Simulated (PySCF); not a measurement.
Geometry:
```json
{"atom": "C1", "x (Å)": "2.894", "y (Å)": "0.263", "z (Å)": "0.656"}
{"atom": "C2", "x (Å)": "1.557", "y (Å)": "-0.390", "z (Å)": "0.364"}
{"atom": "S3", "x (Å)": "0.242", "y (Å)": "0.729", "z (Å)": "0.867"}
{"atom": "O4", "x (Å)": "0.325", "y (Å)": "0.886", "z (Å)": "2.321"}
{"atom": "O5", "x (Å)": "0.296", "y (Å)": "1.906", "z (Å)": "-0.003"}
{"atom": "C6", "x (Å)": "-1.277", "y (Å)": "-0.159", "z (Å)": "0.497"}
{"atom": "C7", "x (Å)": "-2.461", "y (Å)": "0.701", "z (Å)": "0.891"}
{"atom": "H8", "x (Å)": "2.985", "y (Å)": "0.480", "z (Å)": "1.729"}
{"atom": "H9", "x (Å)": "2.987", "y (Å)": "1.208", "z (Å)": "0.103"}
{"atom": "H10", "x (Å)": "3.715", "y (Å)": "-0.403", "z (Å)": "0.359"}
{"atom": "H11", "x (Å)": "1.411", "y (Å)": "-1.320", "z (Å)": "0.933"}
{"atom": "H12", "x (Å)": "1.408", "y (Å)": "-0.588", "z (Å)": "-0.708"}
{"atom": "H13", "x (Å)": "-1.256", "y (Å)": "-0.378", "z (Å)": "-0.581"}
{"atom": "H14", "x (Å)": "-1.234", "y (Å)": "-1.102", "z (Å)": "1.062"}
{"atom": "H15", "x (Å)": "-2.430", "y (Å)": "0.926", "z (Å)": "1.967"}
{"atom": "H16", "x (Å)": "-2.447", "y (Å)": "1.651", "z (Å)": "0.338"}
{"atom": "H17", "x (Å)": "-3.402", "y (Å)": "0.178", "z (Å)": "0.669"}
```

Geometry: PBE0-D3(BJ)/def2-SVP; GIAO shifts from PySCF 2.14.0 with density-fitted response routines, gas phase, non-relativistic, averaged over equivalent atoms.

At PBE0/6-31G* (122 basis functions, 17 s wall time on 1 thread of an Arm Neoverse V1, shared host):
```tsv
atoms	δ (ppm)
C2/C6	47.5
C1/C7	5.2
S3	301.4
O4/O5	154.7
H11/H12/H13/H14	2.22
H8/H9/H10/H15/H16/H17	1.37
```

References, each an isolated molecule treated in the same way: TMS for ¹³C (194.14 ppm) and ¹H (31.96 ppm); CS2 for ³³S (545.91 ppm); H2O for ¹⁷O (324.18 ppm).

Q: What do these become at PBE0/aug-cc-pVDZ?

A: 
```json
{"atoms": "C2/C6", "δ at PBE0/aug-cc-pVDZ": "52.4", "change": "+4.9"}
{"atoms": "C1/C7", "δ at PBE0/aug-cc-pVDZ": "4.5", "change": "-0.7"}
{"atoms": "S3", "δ at PBE0/aug-cc-pVDZ": "285.9", "change": "-15.5"}
{"atoms": "O4/O5", "δ at PBE0/aug-cc-pVDZ": "167.2", "change": "+12.5"}
{"atoms": "H11/H12/H13/H14", "δ at PBE0/aug-cc-pVDZ": "2.66", "change": "+0.44"}
{"atoms": "H8/H9/H10/H15/H16/H17", "δ at PBE0/aug-cc-pVDZ": "1.47", "change": "+0.10"}
```

Scale: TMS for ¹³C (σ = 195.12 ppm) and ¹H (σ = 31.39 ppm); ³³S (σ = 557.74 ppm) against CS2; ¹⁷O (σ = 335.91 ppm) vs H2O (reference shieldings calculated alike).

The largest change is at S3 (sulfone sulfur). Cost: 255 basis functions, 37 s wall time on 1 thread of an Arm Neoverse V2, shared host.

Experimental scales use liquid or dissolved standards, which lie at an offset from isolated H2O (liquid H2O: subtract about 36 ppm).
